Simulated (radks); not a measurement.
Results of a calculation; reference values are marked as such.
Initial-state core-level shifts of neutral cobalt when its valence configuration changes from [Ar] 3d7 4s2. Code: a radial shooting solver on a logarithmic mesh with Libxc functionals. Model: Dirac Kohn-Sham, LDA (Slater exchange, Perdew-Wang correlation), spin-unpolarised, spherical densities, finite nucleus; open shells fill j = l - 1/2 first; Fermi nuclear charge, rms radius 3.7875 fm. Shifts are changes of the shell-averaged eigenvalues in eV (positive: less bound); the change of the density at the nucleus, which sets a Mossbauer isomer shift, is in e/bohr^3, on a base of 1.714e+04.

valence               1s       2p       3s       3p  density at nucleus
3d6 4s2 4p1       -8.075   -8.769   -7.858   -7.676              +5.786
3d9               +7.566   +8.436   +7.845   +7.639             -15.203
3d5 4s2 4p2      -17.226  -18.883  -16.380  -15.969             +12.708
3d6.5 4s2 4p0.5   -3.899   -4.211   -3.837   -3.753              +2.735
3d7 4s1 4p1       -1.808   -1.719   -1.802   -1.805              -6.281
3d6 4s1 4p2       -9.620  -10.258   -9.391   -9.203              -2.377
3d5.5 4s2 4p1.5  -12.520  -13.664  -12.046  -11.753              +9.116
3d7 4s1.5 4p0.5   -0.944   -0.899   -0.941   -0.943              -2.998
3d8 4s1           +4.687   +5.215   +4.763   +4.636              -9.018
